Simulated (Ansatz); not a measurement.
C$_{2}$H$_{7}$GaO$_{2}$, SMILES `[CH3][GaH][O]CO` from Hartree–Fock to CCSD(T)

Z-matrix (Å, degrees):
```
Ga
O 1 1.880
C 1 2.500 2 32.1
C 1 1.959 2 115.8 3 88.3
O 1 2.202 2 67.3 3 -9.9
H 1 1.569 2 113.5 3 -107.9
H 3 1.099 1 137.4 2 -78.8
H 3 1.099 1 113.1 2 102.4
H 4 1.091 1 110.8 2 -30.4
H 4 1.093 1 110.2 2 89.3
H 4 1.092 1 111.1 2 -151.4
H 5 0.963 1 109.5 2 -98.5
```

Charge 0, multiplicity 1. Correlated methods include outer-core shells of Ga, which these sets cover unevenly. Scalar relativity is left out up to krypton. The structure was optimised at the PBE0-D4/def2-TZVP level. It is one conformer, not always the lowest. Frozen core, restricted reference, Ansatz 0.2.0.

```csv
basis,HF (Eh),MP2 corr.
def2-SVP,-2152.37871,-0.87479
def2-TZVPP,-2152.90222,-1.06346
def2-QZVPP,-2152.95316,-1.37161
```

Estimate the CCSD correlation energy and the (T) correction in each basis where they were run (hartree).


```tsv
basis	CCSD corr.	(T)
def2-SVP	-0.90623	-0.02551
def2-TZVPP	-1.08771	-0.04234
```
